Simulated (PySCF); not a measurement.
## How methods differ on the excitation energy of Ti²⁺

Ti²⁺ [Ar] 3d2 (3F) → Ti²⁺ [Ar] 3d1 4s1 (3D), as a difference of total energies. Computed with PySCF 2.14 in aug-cc-pwCVTZ-DK (10s9p7d4f3g, 127 functions), with scalar relativity by spin-free X2C-1e. Correlated levels: valence: [Ar] frozen; valence and next inner shell: [Ne] frozen; nothing frozen. The calculations carry no spin-orbit coupling.

| method | excitation energy (eV) |
| --- | --- |
| UHF | 4.554 |
| LDA | 4.752 |
| PBE | 4.839 |
| PBE0 | 4.921 |
| r2SCAN | 5.169 |
| B97-3 | 5.027 |
| PBEsol | 4.865 |
| M06-L | 5.582 |
| MP2 (valence) | 4.598 |
| SCS-MP2 (valence) | 4.569 |
| MP2 (valence and next inner shell) | 4.573 |
| SCS-MP2 (valence and next inner shell) | 4.606 |
| MP2 (all electrons) | 4.583 |
| SCS-MP2 (all electrons) | 4.610 |

Question: How much does correlation contribute at MP2 (all electrons)?

Answer: 4.583 − (4.554) = 0.029 eV, measured against UHF.

A first-order spin-orbit estimate (lowest level to lowest level, LS coupling) adds 0.005 eV.
